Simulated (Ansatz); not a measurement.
Consider the hydrogenolysis of a C–C bond: `FCC#CC(F)(F)F` + H₂ → `C#CC(F)(F)F` + fluoromethane.

Gas-phase electronic energies from Ansatz, PBE0-D4/def2-TZVP geometries. CCSD(T)/CBS is the MP2 limit (def2-TZVPP, def2-QZVPP) plus CCSD(T) − MP2 in def2-TZVPP, frozen cores. This one scheme is used for every species. DFT in def2-TZVPP.

`FCC#CC(F)(F)F`:

Cartesian coordinates in Å:
```
F 1.301 2.555 -0.145
C 0.033 2.051 -0.315
C 0.007 0.615 -0.095
C -0.032 -0.569 0.083
C -0.080 -2.012 0.300
F 0.262 -2.328 1.551
F 0.753 -2.656 -0.521
F -1.311 -2.485 0.083
H -0.636 2.549 0.393
H -0.297 2.279 -1.333
```

H₂:

Z-matrix (Å, degrees):
```
H
H 1 0.746
```

`C#CC(F)(F)F`:

```xyz
7

C     0.536   -1.632   -0.299
C     0.169   -0.513   -0.095
C    -0.281    0.855    0.157
F    -1.609    0.911    0.282
F     0.068    1.669   -0.842
F     0.253    1.340    1.280
H     0.863   -2.629   -0.482
```

`CF`:

Cartesian coordinates in Å:
```
C -0.019 0.019 0.055
F 0.415 -0.411 -1.179
H 0.591 -0.448 0.831
H -1.066 -0.265 0.184
H 0.079 1.106 0.109
```

```tsv
level	ΔE (kJ/mol)
r2SCAN	-38.1
RPA@PBE/def2-TZVPP	-47.1
```

Question: What does CCSD(T)/CBS give? (Best estimate.)

Answer: Ansatz gave: -47.2 kJ/mol. The listed levels differ from it by 9.1, 0.1 kJ/mol.

Largest T1 diagnostic among the species: 0.013.

From r2SCAN to r2SCAN0 (25 % exact exchange), in def2-TZVPP and without D4, ΔE moves by −4.3 kJ/mol. At CCSD(T), def2-SVP lies +4.7 kJ/mol from the extrapolated value and def2-TZVPP +1.2 kJ/mol. Leaving LDA and LC-ωPBE aside and taking each functional with its dispersion term where it has one, the values, not all of them listed here, spread over 17.0 kJ/mol, from BHLYP-D4 to revPBE-D4. LDA lies +9.7 kJ/mol from PBE without D4.

CCSD(T)/CBS has its own doubt, a few kJ/mol and more with outer-core shells, so smaller differences from it don't rank the levels.
